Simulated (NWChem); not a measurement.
Species: C3H4BF2N; SMILES C1C=C(B(N1)F)F

```xyz
11

F      2.1546     0.2130     0.0000
B      0.8689    -0.1296     0.0000
N      0.3730    -1.4417     0.0000
C     -1.0719    -1.4582     0.0000
C     -1.4843    -0.0178     0.0000
C     -0.4048     0.7807     0.0000
F     -0.4429     2.1079     0.0000
H      0.8884    -2.3100     0.0000
H     -1.4766    -1.9818    -0.8869
H     -1.4766    -1.9818     0.8869
H     -2.5297     0.2974     0.0000
```
Atoms are numbered in this order, from 1.

Program: NWChem. Coordinates come from a PBE0/def2-SVP optimisation. Hybrids' shares of exact exchange are those that their runs print; pure functionals count as 0. The functionals differ in more than this share.

```
row                                   share of exact exchange  orbital gap (eV)
------------------------------------  -----------------------  ----------------
PBE/def2-SVP                                             0.00              4.76
LDA (Slater exchange, VWN5)/def2-SVP                     0.00              4.75
TPSSh/def2-SVP                                           0.10              5.79
B3LYP/def2-SVP                                           0.20          withheld
PBE0/def2-SVP                                            0.25              6.95
```

Question: Fit a straight line of the last column on the one before it, predict the withheld value, and compare with the run.

Answer: 
1. Means of the 4 shown rows: x = 0.087, y = 5.562. Slope Σ(x − x̄)(y − ȳ)/Σ(x − x̄)² = 0.3696/0.04188 = 8.827; intercept 4.790.
2. The shown rows scatter about the line by 0.068 (root mean square); the largest residual is +0.12, at TPSSh/def2-SVP.
3. At x = 0.20 (B3LYP/def2-SVP; inside the shown range) the line gives 6.56.
4. The run gives 6.48, -0.08 from the line, 1.2 times the scatter.
